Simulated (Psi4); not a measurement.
Relaxed torsion scan: C6H4O3S, SMILES c1c(sc(c1)C=O)C(=O)O, singlet. Scanned: dihedral O1–C2–C3–S10; all other coordinates were relaxed at GFN2-xTB. Points at φ and −φ are mirror images.

Geometry of the scan point at 20° (Å):
```
14

O      2.8605     1.1572     1.9382
C      2.7038     0.4237     0.9962
C      1.4310     0.1068     0.3751
C      1.1587    -0.9438    -0.4781
C     -0.1601    -0.9428    -0.9309
C     -0.8800     0.1271    -0.4442
C     -2.2789     0.4292    -0.7445
O     -2.9831    -0.2361    -1.4606
O     -2.7012     1.5425    -0.1288
S      0.0551     1.1323     0.5929
H      3.5523    -0.1262     0.5419
H      1.8878    -1.6886    -0.7426
H     -0.5904    -1.6736    -1.5912
H     -3.6303     1.7165    -0.3457
```

Calculation: PBE-D3(BJ)/def2-SVP // GFN2-xTB in Psi4 1.11.

Scanned values (°): -160, -140, -120, -100, -80, -60, -40, -20, 0, 20, 40, 60, 80, 100, 120, 140, 160, 180.

Problem. Describe the profile: where are the wells and the tops?

Solution. Lower than their neighbours: 0° (0.0 kcal/mol), 180° (0.7 kcal/mol). Higher than their neighbours: -100° (11.3 kcal/mol), 100° (11.3 kcal/mol). The whole profile spans 11.3 kcal/mol.
